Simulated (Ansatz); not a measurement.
`CNB[SiH2]O` → `BNC` + `O[SiH]` at 700 K and 1 bar (silylene formation by 1,1-elimination).

Program: Ansatz. Geometries: PBE0-D4/def2-TZVP. ΔE: electronic, gas phase. CBS: MP2 limit from def2 TZ/QZ plus the TZ coupled-cluster correction, frozen cores. This one scheme is used for every species. Each species was taken in one conformer, which may not be the lowest.

| species | CCSD(T)/CBS energy (Eh) | H − E (kJ/mol) | S (J/(mol·K)) |
| --- | --- | --- | --- |
| `CNB[SiH2]O` | -486.68374 | 351.8 | 499.5 |
| `BNC` | -121.18426 | 253.9 | 346.7 |
| `O[SiH]` | -365.43832 | 87.6 | 287.3 |

H − E and S are ideal-gas, rigid-rotor, harmonic terms from PBE0-D4/def2-TZVP, for one conformer and one mirror image of each species. 1 Eh = 2625.50 kJ/mol, R = 8.31446 J/(mol·K).

**Question.** By hand: ΔE, ΔH, ΔS and ΔG.

**Answer.** ΔE = (-121.18426) + (-365.43832) − (-486.68374) = 0.06116 Eh = 160.6 kJ/mol. Δ(H − E) = 253.9 + 87.6 − 351.8 = -10.3, so ΔH = 150.3 kJ/mol. ΔS = 346.7 + 287.3 − 499.5 = 134.5 J/(mol·K). ΔG = 150.3 − 700 × (134.5)/1000 = 56.2 kJ/mol.

**Question.** By hand: the equilibrium constant, and the temperature at which ΔG would vanish if ΔH and ΔS stayed fixed.

**Answer.** log₁₀ K = −ΔG/(RT ln 10) = -4.2. ΔG = 0 at ΔH/ΔS = 1117 K.

The number of gas molecules changes by +1, which sets the sign of ΔS. A doubt of 5 kJ/mol in ΔE shifts log₁₀ K by 0.4 here. Other conformers and mirror images would add mixing entropy, several J/(mol·K) or more a flexible species. Modes under 60 cm⁻¹, often nearly free rotors, make the harmonic entropy too high. These are equilibria of isolated gas molecules and say nothing of rates. Largest T1 diagnostic: 0.016 (customary marks: 0.02 for closed shells, 0.045 for open ones).
